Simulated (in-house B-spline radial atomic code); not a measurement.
# TDHF excitations of Lu3+

Method: TDHF. Computed with an all-electron radial atomic-structure program (B-spline basis): linear response of the closed shell [Xe] 4f14 with bare exchange (time-dependent Hartree-Fock); scalar-relativistic (spin-free one-electron X2C), finite nucleus, no spin-orbit coupling, no double excitations, S, P, D and F terms only; shells from n = 3 respond. Only terms of natural parity with L up to 3 were computed.

Spin-orbit coupling is strong here, so these LS terms don't match observed levels.

Command:
```bash
python run_td.py task.json out
```
Settings (radii: box in bohr, nucleus in fm):
```
Z                        71
electrons                68
configuration            [Xe] 4f14
hamiltonian              x2c
method                   hf
box_radius               15
wall_radius              15
rms_radius               5.37
intervals                70
```

Cost of the run: 2.7 s on 1 thread of Intel(R) Xeon(R) 6975P-C (Granite Rapids), with other jobs on the host.

Confined states, up to the first strongly mixed one, which can leave gaps near the end. Labels give the largest channel, * marks a mixed state, and oscillator strengths are full-response dipole values. Energies in eV:

```
     state  full response  Tamm-Dancoff  oscillator strength
4f → 5d 3P              ?             ?                    -
4f → 5d 3F         14.568        14.673                    -
4f → 5d 1F         15.305        15.320                    -
4f → 5d 1P         15.711        16.056                0.156
4f → 6s 3F         17.950        17.968                    -
4f → 6s 1F         18.129        18.144                    -
4f → 6p 3D         24.403        24.422                    -
4f → 6p 1D         24.736        24.759                    -
5p → 5d 3P          30.71         30.90                    -
5p → 5d 3F          31.48         31.80                    -
4f → 6d 3P          32.70         32.71                    -
4f → 7s 3F          32.90         32.90                    -
4f → 7s 1F              ?             ?                    -
4f → 6d 1P          32.94         32.97               0.0806
4f → 6d 3F          33.04         33.04                    -
4f → 6d 1F          33.07         33.07                    -
5p → 5d 1F          33.76         33.83                    -
4f → 5f 3S          34.45         34.47                    -
4f → 5f 3D          34.71         34.72                    -
4f → 5f 1D          34.87         34.88                    -
5p → 6s 3P          34.97         35.00                    -
4f → 7p 3D          35.41         35.42                    -
```

Where does 4f → 5d 3P lie?

At 13.047 eV in full response, 13.256 eV in Tamm-Dancoff.

Where does 4f → 7s 1F lie?

At 32.95 eV in full response, 32.95 eV in Tamm-Dancoff.

How large is the singlet-triplet splitting of 4f → 5d (F terms) in Tamm-Dancoff?

0.647 eV, from the unrounded values.

What polarisabilities and dispersion coefficient does the method give?

Dipole 4.221 bohr³, quadrupole 7.614 bohr⁵, C6 21.11 hartree·bohr⁶ for two such species.
